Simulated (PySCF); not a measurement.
CH6GeOSi, SMILES [SiH2]1O[CH2][GeH2]1. Atoms are numbered in the order given.

```xyz
10

C     -1.4923    -0.1346     0.0000
O     -0.9254    -1.4637     0.0000
Si     0.7659    -1.3281     0.0000
Ge     0.1963     0.9777     0.0000
H     -2.1196     0.0084     0.8953
H     -2.1196     0.0084    -0.8953
H      1.3900    -1.9449    -1.2038
H      1.3900    -1.9449     1.2038
H      0.4062     1.8482     1.2529
H      0.4062     1.8482    -1.2529
```
Charge 0, spin multiplicity 1.

Geometry optimised at TPSSh-D3(BJ)/def2-SVP. This is a generated structure with no PubChem entry under its InChIKey; it may be hypothetical.

Calculation: B3LYP/pcSseg-1 (PySCF).

GIAO shieldings, no solvent; atoms alike by connectivity are averaged. δ = σ(ref) − σ: ¹³C against TMS (σ = 181.3 ppm); ¹⁷O against H2O (σ = 333.8 ppm); ²⁹Si against TMS (σ = 338.7 ppm); ⁷³Ge against GeH4 (σ = 1631.8 ppm); ¹H against TMS (σ = 31.68 ppm), references at their B3LYP-D3(BJ)/def2-TZVP geometries, non-relativistic.

Computed chemical shifts:
```csv
nucleus,atoms,count,δ (ppm)
¹³C,C1,1,77.9
¹⁷O,O2,1,72.2
²⁹Si,Si3,1,24.2
⁷³Ge,Ge4,1,189.9
¹H,"H7, H8",2,6.16
¹H,"H5, H6",2,5.30
¹H,"H9, H10",2,5.25
```
